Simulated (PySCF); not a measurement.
B2F3, SMILES F[B]B(F)F, multiplicity 2.

Geometry: PBE0-D3(BJ)/def2-SVP. The isomer is the one that the SMILES or the coordinates give; other isomers of the formula were not compared. Other conformers were not sampled.

Calculation: PBE/def2-TZVPD run with PySCF.

Gas-phase values at a fixed geometry.

The total energy comes out as -349.11030 hartree and the point group is Cs. The α spin, highest occupied and lowest empty level is -4.92 and -3.04 eV and the β spin, highest occupied and lowest empty level is -9.19 and -3.17 eV. The dipole moment comes out as 1.13 D, the quadrupole, principal values (traceless, Buckingham form, about the centre of nuclear charge) is -1.76, 0.13, 1.64 D·Å and the mean static polarisability is 36.2 bohr³ (5.36 Å³). The polarisability, principal values comes out as 29.6, 31.8, 47.2 bohr³ and the ⟨S²⟩ is 0.755 (pure state 0.75).
